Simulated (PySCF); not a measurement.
# Hartree-Fock beside MP2: BFH3OSi cation

These are calculations, not measurements. The program is PySCF 2.14.0, an open-source quantum chemistry code, run on an isolated molecule that a program drew, which may never have been made. The molecule is BFH3OSi cation (charge +1, singlet), drawn as the SMILES string `O[SiH2][B+]F`.

The geometry was optimised and harmonic frequencies were computed with HF and MP2, all in the cc-pV(D+d)Z basis, for the commonest isotopes, with a restricted reference for singlets and an unrestricted one otherwise, and a frozen core in MP2. Each result is a local minimum of its method.

Geometry at the HF minimum:
```xyz
7
BFH3OSi cation, angstrom
O    -0.4676   -1.2978   -0.2124
Si   -0.1719   -0.6482    1.2261
B     0.0507    1.4206    0.7044
F     0.1815    2.5955    0.3804
H    -1.2603   -1.7412   -0.4878
H    -1.2710   -0.6000    2.1897
H     1.1592   -0.9366    1.7481
```

Lengths of the bonds as drawn, in Å (atoms numbered as above):
```
bond,HF,MP2
O1-Si2,1.606,1.630
Si2-B3,2.145,2.137
B3-F4,1.226,1.244
O1-H5,0.949,0.970
Si2-H6,1.462,1.469
Si2-H7,1.459,1.464
```

Rotational constants, in GHz:
```
constant     HF    MP2
       A  15.97  15.99
       B  2.602  2.544
       C   2.31  2.269
```

Harmonic frequencies in cm^-1, each column in rising order, so a row needn't be the same motion in every method:
```
rank    HF   MP2
   1   107   116
   2   200   239
   3   268   278
   4   371   363
   5   433   408
   6   624   594
   7   695     ?
   8   824   812
   9   920   875
  10   982   923
  11  1035   987
  12  1699  1629
  13  2415  2356
  14  2444  2394
  15  4127  3855
```

**Estimate the missing MP2 frequency from the HF column.**

A single factor s that minimises the squared misfit of MP2 against s times HF over the other rows is sum(HF x MP2) / sum(HF^2) = 0.9533, with an rms misfit of 35 cm^-1. For rank 7 it gives 0.9533 x 695 = 663 cm^-1. The calculation gives 698 cm^-1, 35 cm^-1 above the estimate. The drawn bonds are on average 0.9 % longer in MP2 than in HF.
